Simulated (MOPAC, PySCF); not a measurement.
Precursor series Cd Cl-Br. All species are isolated molecules in the gas phase.

Quantity: redistribution energy (mixed species minus the weighted end members), in kcal/mol. Semi-empirical values (MOPAC) are differences of heats of formation.

Level 1: TPSSh-D3(BJ)/def2-TZVP // PBE-D3(BJ)/def2-SVP (PySCF)
Level 2: PBE/6-31G* (LANL2DZ on Cd) // PBE-D3(BJ)/def2-SVP (PySCF)
Level 3: SVWN5/6-31G* (LANL2DZ on Cd) // PBE-D3(BJ)/def2-SVP (PySCF)
Level 4: PM6 // PBE-D3(BJ)/def2-SVP (MOPAC)

```
species                                 level 2  level 3  level 4
--------------------------------------  -------  -------  -------
1 of 2 Cl replaced by Br: [Cd(Cl)(Br)]    -0.08    -0.10    -1.27
```

Q: What does level 1 give for each?

A: 
- 1 of 2 Cl replaced by Br: [Cd(Cl)(Br)]: -0.02
